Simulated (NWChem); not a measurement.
System: CH₆BN; SMILES N(C)B

Input file for NWChem:

```
start job
memory heap 200 mb stack 900 mb global 1100 mb
geometry units angstroms noautoz
  B      0.229992    -1.358373     0.000000
  H     -0.432795    -2.370687     0.000000
  H      1.441021    -1.382308     0.000000
  N     -0.420938    -0.132848     0.000000
  C      0.178754     1.178259     0.000000
  H     -1.435319    -0.120991     0.000000
  H     -0.109910     1.762705     0.890370
  H     -0.109910     1.762705    -0.890370
  H      1.272496     1.078096     0.000000
end
basis spherical
  * library def2-svp
end
dft
  xc b3lyp
  iterations 150
  vectors input atomic output neutral.movecs
end
task dft energy
charge 1
dft
  odft
  mult 2
  vectors input atomic output cation.movecs
end
task dft energy
```

Output (shortened):

```
             Northwest Computational Chemistry Package (NWChem) 7.3.0
             --------------------------------------------------------

 CS  symmetry detected

                             Geometry "geometry" -> ""
                             -------------------------

 Output coordinates in angstroms (scale by  1.889725989 to convert to a.u.)

  No.       Tag          Charge          X              Y              Z
 ---- ---------------- ---------- -------------- -------------- --------------
    1 B                    5.0000     0.23531385    -1.36138279     0.00000000
    2 H                    1.0000    -0.42656746    -2.37428918     0.00000000
    3 H                    1.0000     1.44636378    -1.38423462     0.00000000
    4 N                    7.0000    -0.41671201    -0.13644047     0.00000000
    5 C                    6.0000     0.18180708     1.17520237     0.00000000
    6 H                    1.0000    -1.43110321    -0.12549075     0.00000000
    7 H                    1.0000    -0.10737953     1.75938995     0.89037000
    8 H                    1.0000    -0.10737953     1.75938995    -0.89037000
    9 H                    1.0000     1.27563823     1.07601767     0.00000000

 Effective nuclear repulsion energy (a.u.)      70.7210262189

      Symmetry information
      --------------------

 Group name             Cs
 Group number              2
 Group order               2
 No. of unique centers     8

                                 NWChem DFT Module
                                 -----------------

 Summary of "ao basis" -> "ao basis" (spherical)
 ------------------------------------------------------------------------------
       Tag                 Description            Shells   Functions and Types
 ---------------- ------------------------------  ------  ---------------------
 B                          def2-svp                 6       14   3s2p1d
 H                          def2-svp                 3        5   2s1p
 N                          def2-svp                 6       14   3s2p1d
 C                          def2-svp                 6       14   3s2p1d

      Symmetry analysis of basis
      --------------------------

        a'         51
        a"         21

            General Information
            -------------------
          SCF calculation type: DFT
          Wavefunction type:  closed shell.
          No. of atoms     :     9
          No. of electrons :    24
           Alpha electrons :    12
            Beta electrons :    12
          Charge           :     0
          Spin multiplicity:     1
          Use of symmetry is: on ; symmetry adaption is: on
          Maximum number of iterations: 150
          AO basis - number of functions:    72
                     number of shells:    36
          Convergence on energy requested:  1.00D-06
          Convergence on density requested:  1.00D-05
          Convergence on gradient requested:  5.00D-04

              XC Information
              --------------
                         B3LYP Method XC Potential
                     Hartree-Fock (Exact) Exchange  0.200
                        Slater Exchange Functional  0.800 local
                    Becke 1988 Exchange Functional  0.720 non-local
              Lee-Yang-Parr Correlation Functional  0.810
                  VWN I RPA Correlation Functional  0.190 local

             Grid Information
             ----------------
          Grid used for XC integration:  medium
          Radial quadrature: Mura-Knowles
          Angular quadrature: Lebedev.
          Tag              B.-S. Rad. Rad. Pts. Rad. Cut. Ang. Pts.
          ---              ---------- --------- --------- ---------
          B                   0.85       49          10.0       434
          H                   0.35       45          11.0       434
          N                   0.65       49           7.0       434
          C                   0.70       49          10.0       434
          Grid pruning is: on
          Number of quadrature shells:   372
          Spatial weights used:  Erf1

      Superposition of Atomic Density Guess
      -------------------------------------

 Sum of atomic energies:        -119.36866083

      Non-variational initial energy
      ------------------------------

 Total energy =    -121.139781
 1-e energy   =    -298.735565
 2-e energy   =     106.874758
 HOMO         =      -0.336135
 LUMO         =       0.022917

      Symmetry analysis of molecular orbitals - initial
      -------------------------------------------------

  Numbering of irreducible representations:

     1 a'          2 a"

  Orbital symmetries:

     1 a'          2 a'          3 a'          4 a'          5 a'
     6 a'          7 a'          8 a"          9 a'         10 a'
    11 a'         12 a"         13 a"         14 a'         15 a'
    16 a'         17 a"         18 a'         19 a'         20 a'
    21 a'         22 a'

   convergence    iter        energy       DeltaE   RMS-Dens  Diis-err
 ---------------- ----- ----------------- --------- --------- ---------
 d= 0,ls=0.0,diis     1   -121.2285529153 -1.92D+02  8.04D-03  2.40D-01
 d= 0,ls=0.0,diis     2   -121.2503421287 -2.18D-02  3.45D-03  9.80D-02
 d= 0,ls=0.0,diis     3   -121.2557302084 -5.39D-03  1.58D-03  4.95D-02
 d= 0,ls=0.0,diis     4   -121.2609230343 -5.19D-03  3.25D-04  1.09D-03
 d= 0,ls=0.0,diis     5   -121.2610535628 -1.31D-04  7.43D-05  6.12D-05
  Resetting Diis
 d= 0,ls=0.0,diis     6   -121.2610615481 -7.99D-06  1.15D-05  1.03D-06
 d= 0,ls=0.0,diis     7   -121.2610616847 -1.37D-07  3.11D-06  2.20D-08

         Total DFT energy =     -121.261061684748
      One electron energy =     -301.776689930463
           Coulomb energy =      128.423624542260
    Exchange-Corr. energy =      -18.629022515484
 Nuclear repulsion energy =       70.721026218939

 Numeric. integr. density =       23.999994547196

                  Occupations of the irreducible representations
                  ----------------------------------------------

                     irrep           alpha         beta
                     --------     --------     --------
                     a'               10.0         10.0
                     a"                2.0          2.0

                       DFT Final Molecular Orbital Analysis
                       ------------------------------------

 Vector   10  Occ=2.000000D+00  E=-3.718955D-01  Symmetry=a'
              MO Center=  2.4D-01, -3.2D-01, -4.0D-16, r^2= 3.2D+00
   Bfn.  Coefficient  Atom+Function         Bfn.  Coefficient  Atom+Function
  ----- ------------  ---------------      ----- ------------  ---------------
     5      0.292877  1 B  py                29     -0.226766  4 N  py
    68      0.224709  9 H  s                 28      0.204988  4 N  px
    42      0.204269  5 C  px                20      0.175280  3 H  s
    15      0.169880  2 H  s                 43     -0.170497  5 C  py
    53      0.168795  6 H  s                  4     -0.149710  1 B  px

 Vector   11  Occ=2.000000D+00  E=-3.129798D-01  Symmetry=a'
              MO Center=  3.4D-01, -1.5D+00,  1.1D-17, r^2= 2.0D+00
   Bfn.  Coefficient  Atom+Function         Bfn.  Coefficient  Atom+Function
  ----- ------------  ---------------      ----- ------------  ---------------
     4      0.342796  1 B  px                15      0.319488  2 H  s
    20     -0.316219  3 H  s                  5      0.188242  1 B  py
    16      0.181537  2 H  s                 21     -0.176329  3 H  s
    43     -0.116880  5 C  py                53     -0.116552  6 H  s
     7     -0.106318  1 B  px                28     -0.096463  4 N  px

 Vector   12  Occ=2.000000D+00  E=-2.773347D-01  Symmetry=a"
              MO Center= -2.4D-01, -3.7D-03, -3.4D-16, r^2= 1.9D+00
   Bfn.  Coefficient  Atom+Function         Bfn.  Coefficient  Atom+Function
  ----- ------------  ---------------      ----- ------------  ---------------
    30      0.498559  4 N  pz                33     -0.383774  4 N  pz
     6      0.228643  1 B  pz                58      0.187750  7 H  s
    63     -0.187750  8 H  s                 44      0.171871  5 C  pz
     9     -0.134028  1 B  pz                59      0.120798  7 H  s
    64     -0.120798  8 H  s                 47      0.058633  5 C  pz

 Vector   13  Occ=0.000000D+00  E= 1.174383D-02  Symmetry=a"
              MO Center=  1.8D-01, -1.2D+00,  1.4D-15, r^2= 2.7D+00
   Bfn.  Coefficient  Atom+Function         Bfn.  Coefficient  Atom+Function
  ----- ------------  ---------------      ----- ------------  ---------------
     9      0.692969  1 B  pz                 6     -0.466384  1 B  pz
    33     -0.394124  4 N  pz                30      0.306318  4 N  pz
    59      0.184320  7 H  s                 64     -0.184320  8 H  s
    47     -0.100021  5 C  pz                58      0.065398  7 H  s
    63     -0.065398  8 H  s                 44     -0.033007  5 C  pz

 Vector   14  Occ=0.000000D+00  E= 5.426407D-02  Symmetry=a'
              MO Center= -8.4D-01,  6.7D-01,  6.6D-15, r^2= 4.9D+00
   Bfn.  Coefficient  Atom+Function         Bfn.  Coefficient  Atom+Function
  ----- ------------  ---------------      ----- ------------  ---------------
    41      1.608024  5 C  s                 54     -1.020601  6 H  s
    27      0.893213  4 N  s                 59     -0.881251  7 H  s
    64     -0.881251  8 H  s                 69     -0.423791  9 H  s
    46      0.394519  5 C  py                 8     -0.355802  1 B  py
    31     -0.313550  4 N  px                16     -0.265626  2 H  s

[...]
```

Level: B3LYP/def2-SVP, vertical spin-unrestricted ions. Structure relaxed at the PBE0/def2-SVP level.
